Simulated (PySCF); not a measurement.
Predicted microwave data (PBE0/pcSseg-1 in PySCF (dipole) on a GFN2-xTB geometry, gas phase) for one isomer of C6H14Si3:

- Rotational constants: A = 1142, B = 663.8, C = 490.5 MHz
- Dipole components: |μa| = 0.17 D, |μb| = 0.17 D, |μc| = 0.63 D
- Inertial defect: -173.58 u·Å²
- κ: -0.47

Problem. Which structure is it? (One computed conformer of each.)
A. `[SiH3:1][C:2]1([SiH3:3])[SiH2:4][CH:5]=[C:6]1[CH:7]1[CH2:8][CH2:9]1` with C5–C6–C7–C8 35°
B. `[CH:1]#[C:2][C@H:3]1[SiH2:4][C@H:5]([SiH2:6][CH2:7][CH3:8])[SiH2:9]1` with Si4–C5–Si6–C7 74°, C5–Si6–C7–C8 -62°
C. `[CH2:1]=[CH:2][SiH2:3]/[CH:4]=[C:5](/[CH:6]=[CH2:7])[SiH2:8][SiH3:9]` with C1–C2–Si3–C4 118°, C2–Si3–C4–C5 59°, C4–C5–C6–C7 165°, C4–C5–Si8–Si9 -98°

Solution. C. It is C=C[SiH2]/C=C(/C=C)[SiH2][SiH3], an asymmetric top, point group C1. The candidates at the same level (rigid rotor, commonest isotopes):

| SMILES | A (MHz) | B (MHz) | C (MHz) | μa (D) | μb (D) | μc (D) | Δ (u·Å²) | point group | rotor |
| --- | --- | --- | --- | --- | --- | --- | --- | --- | --- |
| [SiH3]C1([SiH3])[SiH2]C=C1C1CC1 | 1210 | 754.3 | 709.2 | 1.14 | 0.21 | 0.00 | -374.99 | Cs | asymmetric top |
| C#C[C@H]1[SiH2][C@H]([SiH2]CC)[SiH2]1 | 2083 | 519.7 | 439.2 | 1.31 | 0.14 | 0.35 | -64.45 | C1 | near-prolate asymmetric top |
| C=C[SiH2]/C=C(/C=C)[SiH2][SiH3] | 1142 | 663.8 | 490.5 | 0.17 | 0.17 | 0.63 | -173.58 | C1 | asymmetric top |

`[SiH3]C1([SiH3])[SiH2]C=C1C1CC1` has C 45 % too high; `C#C[C@H]1[SiH2][C@H]([SiH2]CC)[SiH2]1` has A 82 % too high. No structure here is proved a minimum.
